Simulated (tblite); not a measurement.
C₈H₈S.
SMILES with atom numbers: `[CH2:1]=[CH:2][S:3][c:4]1[cH:5][cH:6][cH:7][cH:8][cH:9]1` (hydrogens: H10, H11 on C1; H12 on C2; H13 on C5; H14 on C6; H15 on C7; H16 on C8; H17 on C9)

Structure used (GFN2-xTB), in Å, numbered top down from 1:
```
atom  x, y, z in Å
C1     2.6504   -0.0164    0.7239
C2     2.5065   -1.1914    0.1363
S3     1.0053   -2.0059   -0.2695
C4    -0.2235   -0.7387   -0.0047
C5    -0.1881    0.4307   -0.7498
C6    -1.1642    1.3912   -0.5564
C7    -2.1805    1.1770    0.3611
C8    -2.2180    0.0010    1.0914
C9    -1.2383   -0.9603    0.9126
H10    3.6304    0.3735    0.9360
H11    1.8119    0.5950    1.0113
H12    3.3464   -1.8107   -0.1382
H13    0.6011    0.5841   -1.4708
H14   -1.1358    2.3054   -1.1308
H15   -2.9449    1.9263    0.5040
H16   -3.0103   -0.1691    1.8052
H17   -1.2554   -1.8797    1.4779
```

Computed with GFN2-xTB (tblite): harmonic, unscaled wavenumbers at the GFN2-xTB geometry, gas phase. The method is semi-empirical: single wavenumbers can be off by several per cent or more. One conformer, not necessarily the lowest.

Harmonic wavenumbers (cm⁻¹): 34.1, 100.4, 115.5, 216.9, 263.0, 365.9, 370.3, 418.4, 487.6, 564.5, 585.4, 653.7, 686.1, 707.1, 748.9, 839.9, 875.3, 901.7, 927.4, 931.5, 965.6, 984.7, 1009.4, 1079.0, 1110.7, 1114.5, 1180.1, 1192.9, 1240.3, 1273.3, 1316.8, 1389.2, 1429.3, 1449.4, 1582.3, 1584.8, 1652.4, 3077.6, 3081.8, 3084.7, 3090.0, 3094.8, 3099.4, 3107.5, 3133.1.

A = 2903, B = 977.4, C = 855.0 MHz; mass 136.035 u (most abundant isotopes); point group C1, symmetry number 1.

Task: What is the zero-point energy?

Result: Half the sum of the wavenumbers: 28559 cm⁻¹ = 81.65 kcal/mol.

Task: Entropy at 500 K, 1 bar (ideal gas, RRHO, classical rotation)?

Result: Translation 43.23, rotation 30.81, vibration 41.53: S = 115.6 cal/(mol K).

Task: And Cp and H(500 K) − H(0)?

Result: Cp = 52.43 cal/(mol K), of which vibrations give 44.48 (their classical limit is 45 R = 89.4); H(500 K) − H(0) = 14.96 kcal/mol without the zero-point energy, 10.99 from vibrations.

Task: Blend soft modes into free rotors: weight 1/[1 + (100 cm⁻¹/ν̃)⁴] for the oscillator and the rest for a rotor with moment μB/(μ + B), μ = h/(8π²ν), B = 10⁻⁴⁴ kg m². What vibrational entropy results?

Result: 38.49 cal/(mol K) in place of 41.53, which changes −T·S at 500 K by +1.52 kcal/mol.

Task: Which modes carry the vibrational entropy at 500 K?

Result: 34.1 cm⁻¹: 6.60; 100.4 cm⁻¹: 4.46; 115.5 cm⁻¹: 4.19; 216.9 cm⁻¹: 2.96; 263.0 cm⁻¹: 2.59; 365.9 cm⁻¹: 1.97 cal/(mol K); the other 39 give 18.77 together.

Hindered rotation and anharmonicity are outside this model. Other conformers, if any are populated, would add a mixing term that is left out. The structure is chiral; the term R ln 2 for an equal mix with its mirror image is left out.
